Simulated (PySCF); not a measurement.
# Trend along group 14: MF molecules

CCSD(T) with triple-zeta basis sets in PySCF, for the lowest determinant that a PBE0 search found; no spin–orbit coupling. De refers to high-spin ground-configuration atoms.

```
 M         basis  reference, frozen orbitals  state (unpaired electrons)  Re (Å)  ωe (cm⁻¹)  De (eV)
 C    def2-TZVPP                      UHF, 2               doublet (π ↑)   1.278       1312     5.53
Ge    def2-TZVPP                     UHF, 10               doublet (π ↑)   1.753        677     5.13
Sn    def2-TZVPP                      UHF, 5               doublet (π ↑)   1.943        593     4.76
Pb  x2c-TZVPPall                     UHF, 35               doublet (π ↑)   2.052        527     4.36
```

The shortest bond is that of CF (1.278 Å), the longest that of PbF (2.052 Å).

The rows differ in basis set, which adds steps of its own.

Relativity is treated differently too: C no relativity; Ge no relativity; Sn scalar-relativistic core potentials; Pb spin-free X2C.

Down a group bonds as a rule get longer and wavenumbers fall, partly through the reduced mass; this series shows no clear exception.

Correlated steps freeze the inner cores (2 to 35 orbitals); shallow outer-core shells are correlated. These are scalar-relativistic numbers at best; spin–orbit coupling would shift them, the dissociation energy most. States were picked by a PBE0 search and need not be the measured ground states.
